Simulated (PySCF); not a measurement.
Species: C5H11BO3.
Atom-mapped SMILES: `[CH3:1][CH2:2][C@H:3]1[CH2:4][CH2:5][O:6][B:7]([OH:8])[O:9]1` (hydrogens: H10, H11, H12 on C1; H13, H14 on C2; H15 on C3; H16, H17 on C4; H18, H19 on C5; H20 on O8)

Computed with PySCF at PBE0/pcSseg-1, non-relativistic, on one gas-phase PBE0-D3(BJ)/def2-SVP geometry that isn't relaxed in the solvent. The solvent is an IEF-PCM continuum (van der Waals radii × 1.2). Only the electrostatic response of the medium enters.

Gas phase at PBE0/pcSseg-1: HOMO -8.19 eV, LUMO 1.21 eV, dipole 2.98 D.

Problem. What does the continuum do to the energy, the frontier levels and the dipole at PBE0/pcSseg-1 in chloroform and dimethylsulfoxide?

Solution. 
| solvent | ε | E(solvent) − E(gas) (kcal/mol) | polarisation term (kcal/mol) | distortion of the solute (kcal/mol) | HOMO (eV) | LUMO (eV) | dipole (D) |
| --- | --- | --- | --- | --- | --- | --- | --- |
| chloroform | 4.711 | -5.14 | -5.66 | 0.52 | -8.18 | 1.43 | 3.66 |
| dimethylsulfoxide | 46.83 | -7.33 | -8.45 | 1.12 | -8.19 | 1.50 | 3.99 |

Polarisation term: ½ Σ q·V over the induced surface charges. Distortion: the rise of the solute's own energy as its density leaves the gas-phase optimum. From chloroform to dimethylsulfoxide the lowering changes by a factor 1.43, Onsager's factor (ε − 1)/(2ε + 1) by 1.36 and ε itself by 9.9.

Problem. Which radius a makes the point-dipole formula ΔE = −[(ε − 1)/(2ε + 1)]·μ²/a³ give the value in dimethylsulfoxide, with the gas-phase dipole?

Solution. μ = 1.174 au and |ΔE| = 0.01169 Eh give a = 2.04 Å; the farthest nucleus lies 3.91 Å from the centroid of the nuclei, so such a sphere wouldn't even hold the nuclei. The formula assumes a rigid point dipole at the centre of a sphere.

Problem. Which Hirshfeld charges (PBE0/pcSseg-1) respond most in chloroform (means over atoms taken as equivalent)?

Solution. 
| atoms | environment | gas (e) | solvent (e) | change |
| --- | --- | --- | --- | --- |
| O8 | boron-bound oxygen | -0.272 | -0.285 | -0.013 |
| O9 | boron-bound oxygen | -0.178 | -0.188 | -0.010 |
| H20 | hydroxyl hydrogen | +0.177 | +0.186 | +0.009 |
| H16 | methylene hydrogen | +0.051 | +0.058 | +0.007 |
| O6 | boron-bound oxygen | -0.202 | -0.207 | -0.005 |
| H13 | methylene hydrogen | +0.039 | +0.044 | +0.005 |
| B7 | three-coordinate boron | +0.276 | +0.271 | -0.005 |
| H19 | methylene hydrogen | +0.039 | +0.044 | +0.005 |

Problem. Which Mayer bond orders change most in chloroform?

Solution. 
```json
{"bond": "O9–C3", "length (Å)": "1.416", "gas": "0.852", "solvent": "0.834", "change": "-0.018"}
{"bond": "C5–O6", "length (Å)": "1.409", "gas": "0.882", "solvent": "0.869", "change": "-0.013"}
{"bond": "O8–H20", "length (Å)": "0.962", "gas": "0.933", "solvent": "0.922", "change": "-0.011"}
{"bond": "O6–B7", "length (Å)": "1.371", "gas": "1.097", "solvent": "1.107", "change": "+0.010"}
{"bond": "B7–O9", "length (Å)": "1.363", "gas": "1.115", "solvent": "1.121", "change": "+0.006"}
{"bond": "C3–C4", "length (Å)": "1.521", "gas": "1.018", "solvent": "1.023", "change": "+0.005"}
{"bond": "C4–C5", "length (Å)": "1.516", "gas": "1.055", "solvent": "1.058", "change": "+0.003"}
{"bond": "C4–H16", "length (Å)": "1.101", "gas": "0.937", "solvent": "0.934", "change": "-0.003"}
```
